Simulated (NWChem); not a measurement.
# CH$_{3}$CdFO; SMILES C[O][Cd][F]

```xyz
7

Cd     0.0612    -0.3421    -0.0026
F     -0.2202    -2.2459     0.0072
O      0.5012     1.5657     0.0070
C     -0.4624     2.5716     0.0011
H     -1.1282     2.5624     0.8886
H      0.0531     3.5500     0.0053
H     -1.1160     2.5642    -0.8955
```
Atoms are numbered in this order, from 1.

Results from NWChem. Coordinates come from a PBE0/def2-SVP optimisation. def2 effective core potentials on Cd; no spin-orbit coupling. Ions are spin-unrestricted doublets at the neutral geometry; other ion states weren't tried.

### Question
Order these by “ΔSCF minus −ε(HOMO) (eV)”, lowest first: CAM-B3LYP/def2-SVP; PBE/def2-SVP; PBE0/def2-SVP; B3LYP/def2-SVP.

### Answer
CAM-B3LYP/def2-SVP (0.99), PBE0/def2-SVP (2.31), B3LYP/def2-SVP (2.59), PBE/def2-SVP (3.63)
